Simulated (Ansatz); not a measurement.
Species: C4H7O, charge -1, multiplicity 1. It need not be the lowest isomer of its formula. Whether it binds its extra electron was not tested at this geometry. 
Structure (B3LYP-D3(BJ)/def2-TZVP (Ansatz, an electronic-structure program) minimum search):
SMILES: CCC[C-]=O
```xyz
12

C     -2.2604    -0.2425    -0.0534
C     -0.8207     0.2625    -0.1494
C      0.2519    -0.7303     0.2714
C      1.8066    -0.2126     0.1867
O      1.8807     0.9532    -0.2132
H     -2.4125    -1.1266    -0.6809
H     -2.9919     0.5170    -0.3696
H     -2.5103    -0.5328     0.9722
H     -0.7082     1.1708     0.4530
H     -0.6121     0.5858    -1.1753
H      0.1103    -1.0576     1.3119
H      0.2144    -1.6451    -0.3379
```
Charge -1, spin multiplicity 1.

Basis-set convergence of Hartree-Fock and CCSD correlation energies (hartree) with Ansatz. Cores are frozen in the correlated levels unless marked. Spin-orbit coupling is left out. No relativistic terms. This anion needs diffuse functions, which these sets lack.

```tsv
basis	functions	E(HF)	E(corr, CCSD)
cc-pVDZ	105	-230.33331	-0.79730
cc-pVTZ	248	?	?
```

**Question.** Some entries are withheld; supply them.

**Answer.** 
- cc-pVTZ, E(HF): -230.40656
- cc-pVTZ, E(corr, CCSD): -0.96116
